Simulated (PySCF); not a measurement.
Exercise with solution: chemical shift, span and skew from a shielding tensor

1-chloro-2-methylprop-1-ene (C₄H₇Cl), SMILES CC(C)=CCl. Atoms are numbered in the order given.

```xyz
12

C      0.7501     2.1639     0.0000
C      0.0272     0.8502     0.0000
C     -1.4664     0.9056     0.0000
C      0.7328    -0.2876     0.0000
Cl     0.0413    -1.8744     0.0000
H      1.8420     2.0385     0.0000
H      0.4722     2.7612     0.8848
H      0.4722     2.7612    -0.8848
H     -1.9137    -0.0961     0.0000
H     -1.8312     1.4541    -0.8845
H     -1.8312     1.4541     0.8845
H      1.8249    -0.3014     0.0000
```

Coordinates come from a PBE0-D3(BJ)/def2-SVP optimisation.

GIAO shieldings from PySCF with PBE/pcSseg-1, non-relativistic, no solvent. The symmetric part of the tensor of C1 has the principal values 140.2, 140.8, 182.2 ppm. The same nucleus in TMS has σ = 182.0 ppm at this level (PySCF, at its B3LYP-D3(BJ)/def2-TZVP geometry). Without spin–orbit terms, shifts of atoms bonded to Cl or Br come out too high.

Problem. Work out the isotropic shielding, the ¹³C shift against TMS, the span and the skew.

Solution. 
σ(iso) = (σ11 + σ22 + σ33)/3 = 154.4 ppm. δ = σ(ref) − σ(iso) = 182.0 − (154.4) = 27.6 ppm.
Span Ω = σ33 − σ11 = 42.0 ppm. Skew κ = 3(σ(iso) − σ22)/Ω = 0.97, an axial tensor. Tumbling in solution averages the tensor to δ; in a static solid the shielding alone would spread this spin-1/2 line over Ω.
